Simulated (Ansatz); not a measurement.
One change: `[OH][Hf]12345678([Cl])([C@H]9[C@@H]1[C@@H]2[C@@H]3[C@H]94)[C@H]1[C@@H]5[C@@H]6[C@@H]7[C@H]18` becomes `[OH][Hf]12345678([OH])([C@H]9[C@@H]1[C@@H]2[C@@H]3[C@H]94)[C@H]1[C@@H]5[C@@H]6[C@@H]7[C@H]18`.

Ansatz, PBE0-D4/def2-TZVP geometries, multiplicity 1. Each molecule was computed in one conformer, which needn't be the lowest.

Elements past krypton have def2 core potentials.

```tsv
property	`[OH][Hf]12345678([Cl])([C@H]9[C@@H]1[C@@H]2[C@@H]3[C@H]94)[C@H]1[C@@H]5[C@@H]6[C@@H]7[C@H]18`
size of the dipole moment (PBE/def2-TZVPP) / D	3.15
size of the dipole moment (ωB97M-V/def2-TZVPP) / D	3.41
HOMO–LUMO gap (PBE0/def2-TZVPP) / eV	6.04
LUMO energy (PBE0/def2-TZVPP) / eV	-0.72
HOMO–LUMO gap (B3LYP/def2-TZVPP) / eV	5.62
HOMO energy (B3LYP/def2-TZVPP) / eV	-6.54
```

(1) What does the change do to each property? (An estimate is asked.)

Answers

(1) The calculation gave: 
```json
{"property": "size of the dipole moment (PBE/def2-TZVPP) / D", "`[OH][Hf]12345678([OH])([C@H]9[C@@H]1[C@@H]2[C@@H]3[C@H]94)[C@H]1[C@@H]5[C@@H]6[C@@H]7[C@H]18`": "0.81", "shift": "-2.34"}
{"property": "size of the dipole moment (ωB97M-V/def2-TZVPP) / D", "`[OH][Hf]12345678([OH])([C@H]9[C@@H]1[C@@H]2[C@@H]3[C@H]94)[C@H]1[C@@H]5[C@@H]6[C@@H]7[C@H]18`": "1.04", "shift": "-2.37"}
{"property": "HOMO–LUMO gap (PBE0/def2-TZVPP) / eV", "`[OH][Hf]12345678([OH])([C@H]9[C@@H]1[C@@H]2[C@@H]3[C@H]94)[C@H]1[C@@H]5[C@@H]6[C@@H]7[C@H]18`": "6.57", "shift": "0.53"}
{"property": "LUMO energy (PBE0/def2-TZVPP) / eV", "`[OH][Hf]12345678([OH])([C@H]9[C@@H]1[C@@H]2[C@@H]3[C@H]94)[C@H]1[C@@H]5[C@@H]6[C@@H]7[C@H]18`": "-0.05", "shift": "0.67"}
{"property": "HOMO–LUMO gap (B3LYP/def2-TZVPP) / eV", "`[OH][Hf]12345678([OH])([C@H]9[C@@H]1[C@@H]2[C@@H]3[C@H]94)[C@H]1[C@@H]5[C@@H]6[C@@H]7[C@H]18`": "6.15", "shift": "0.53"}
{"property": "HOMO energy (B3LYP/def2-TZVPP) / eV", "`[OH][Hf]12345678([OH])([C@H]9[C@@H]1[C@@H]2[C@@H]3[C@H]94)[C@H]1[C@@H]5[C@@H]6[C@@H]7[C@H]18`": "-6.41", "shift": "0.13"}
```

With PBE0 the HOMO rises by 0.14 eV and the LUMO rises by 0.67 eV, so the gap widens by about 0.53 eV. PBE moves the HOMO by 0.14 eV and ωB97M-V by 0.13 eV. Dipoles are sizes alone; their direction can turn.

B3LYP here is the variant with VWN-RPA as its local correlation; programs differ in this.

Positive LUMOs are unbound, so they and the gaps depend on the basis.
